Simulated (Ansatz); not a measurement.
Steps of a relaxation of ClH2MoNS2 (`[NH2][Mo](=[S])(=[S])[Cl]`) with RKS PBE0-D4/def2-TZVP.

```sh
$ ansatz run in.yaml --threads 4 --pin off --events-out ev --progress --plain --max-ram 10444MiB
```

```yaml
crystal:
  periodic: [false, false, false]
  atoms:
    - {symbol: N, position_ang: [-0.662495, 0.997308, -0.220286]}
    - {symbol: Mo, position_ang: [0.380752, -0.570103, 0.118151]}
    - {symbol: S, position_ang: [2.387395, -0.147571, -0.442624]}
    - {symbol: S, position_ang: [-0.416566, -2.147133, -1.063755]}
    - {symbol: Cl, position_ang: [0.289685, -1.127202, 2.328954]}
    - {symbol: H, position_ang: [-0.278344, 1.948927, -0.231008]}
    - {symbol: H, position_ang: [-1.639127, 0.977675, -0.535132]}
basis:
  gaussian: {orbitals: def2-TZVP}
hamiltonian: {xc: pbe0, dispersion: d4}
relax: {f_tol: 0.005, max_steps: 150}
```

Positions (Å) and forces (eV/Å) along the path, 6 of 6 steps:

```xyz
7
step=1 energy=-37565.1637 eV
N    -0.662    0.997   -0.220   -0.147    0.224   -0.061
Mo    0.381   -0.570    0.118    0.238   -0.185   -0.478
S     2.387   -0.148   -0.443   -0.923   -0.205    0.273
S    -0.417   -2.147   -1.064    0.373    0.718    0.561
Cl    0.290   -1.127    2.329    0.017    0.127   -0.493
H    -0.278    1.949   -0.231   -0.224   -0.656   -0.001
H    -1.639    0.978   -0.535    0.666   -0.022    0.199
7
step=2 energy=-37565.2028 eV
N    -0.665    0.990   -0.183   -0.194    0.367   -0.261
Mo    0.378   -0.564    0.111   -0.288    0.259    0.469
S     2.339   -0.154   -0.432    0.595    0.119   -0.185
S    -0.400   -2.108   -1.038   -0.226   -0.467   -0.367
Cl    0.291   -1.118    2.285    0.007   -0.063    0.173
H    -0.269    1.923   -0.246   -0.092   -0.213    0.055
H    -1.614    0.963   -0.543    0.198   -0.002    0.117
7
step=3 energy=-37565.2184 eV
N    -0.663    0.993   -0.205   -0.089    0.149   -0.065
Mo    0.376   -0.563    0.117    0.002    0.005   -0.023
S     2.355   -0.154   -0.436   -0.004    0.006    0.010
S    -0.402   -2.121   -1.047   -0.008    0.003    0.009
Cl    0.292   -1.122    2.299   -0.002    0.004   -0.004
H    -0.276    1.929   -0.239   -0.039   -0.148    0.017
H    -1.621    0.970   -0.536    0.140   -0.020    0.056
7
step=4 energy=-37565.2188 eV
N    -0.662    0.994   -0.209    0.027   -0.039    0.004
Mo    0.377   -0.563    0.112   -0.031    0.032    0.034
S     2.357   -0.146   -0.430   -0.004   -0.017   -0.022
S    -0.412   -2.122   -1.043    0.023    0.002   -0.016
Cl    0.292   -1.121    2.294   -0.005    0.008   -0.003
H    -0.273    1.925   -0.236   -0.014    0.001   -0.001
H    -1.618    0.966   -0.534    0.003    0.013    0.003
7
step=5 energy=-37565.2192 eV
N    -0.662    0.993   -0.209    0.006   -0.010    0.006
Mo    0.377   -0.563    0.113   -0.007    0.010   -0.004
S     2.356   -0.152   -0.435    0.004    0.001    0.000
S    -0.405   -2.122   -1.047   -0.002   -0.003   -0.001
Cl    0.288   -1.117    2.296    0.000   -0.001    0.002
H    -0.275    1.926   -0.233    0.001    0.002   -0.001
H    -1.619    0.967   -0.531   -0.002    0.000   -0.002
7
step=6 energy=-37565.2192 eV
N    -0.662    0.993   -0.208    0.002   -0.003   -0.001
Mo    0.377   -0.563    0.114   -0.001    0.001   -0.001
S     2.356   -0.152   -0.435   -0.001    0.000    0.000
S    -0.405   -2.122   -1.047    0.000    0.001    0.001
Cl    0.288   -1.117    2.296    0.000    0.000    0.000
H    -0.275    1.925   -0.234    0.000    0.000    0.000
H    -1.618    0.967   -0.531    0.000    0.000    0.000
```

Hardware: 4 threads of an Arm Neoverse V1 on a shared host. Wall time 37 s, peak host memory 0.62 GiB.
